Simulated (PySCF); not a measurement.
# How the method changes the shape and vibrations of BFHNSi

Calculated results; nothing here was measured. They come from PySCF 2.14.0, an open-source quantum chemistry program, on an isolated molecule that a program drew, which may never have been made. The molecule is BFHNSi (charge 0, singlet), drawn as the SMILES string `B=N[Si]F`.

The geometry was optimised and harmonic frequencies were computed with HF and MP2, all in the cc-pV(D+d)Z basis, for the commonest isotopes, with a restricted reference for singlets and an unrestricted one otherwise, and a frozen core in MP2. Each result is a local minimum of its method.

Geometry at the HF minimum:
```xyz
5
BFHNSi, angstrom
B    -1.4136   -2.0845    0.5850
N    -0.2071   -1.8058    0.4159
Si    1.3581   -1.2700   -0.0030
F     2.2584   -2.1221    1.0558
H    -2.5435   -2.3481    0.7465
```

Lengths of the bonds as drawn, in Å (atoms numbered as above):
```
  bond     HF    MP2
 B1-N2  1.250  1.277
N2-Si3  1.707  1.741
Si3-F4  1.630  1.645
 B1-H5  1.171  1.180
```

Rotational constants, in GHz:
```
constant,HF,MP2
A,22.05,22.45
B,3.909,3.726
C,3.32,3.196
```

Harmonic frequencies in cm^-1, each column in rising order, so a row needn't be the same motion in every method:
```
rank    HF   MP2
   1   127   112
   2   154   127
   3   388   350
   4   738   675
   5   824   716
   6   841   744
   7   847     ?
   8  1939  1797
   9  2993  2906
```

**Estimate the missing MP2 frequency from the HF column.**

A single factor s that minimises the squared misfit of MP2 against s times HF over the other rows is sum(HF x MP2) / sum(HF^2) = 0.9479, with an rms misfit of 43 cm^-1. For rank 7 it gives 0.9479 x 847 = 803 cm^-1. The calculation gives 833 cm^-1, 30 cm^-1 above the estimate. The drawn bonds are on average 1.5 % longer in MP2 than in HF.
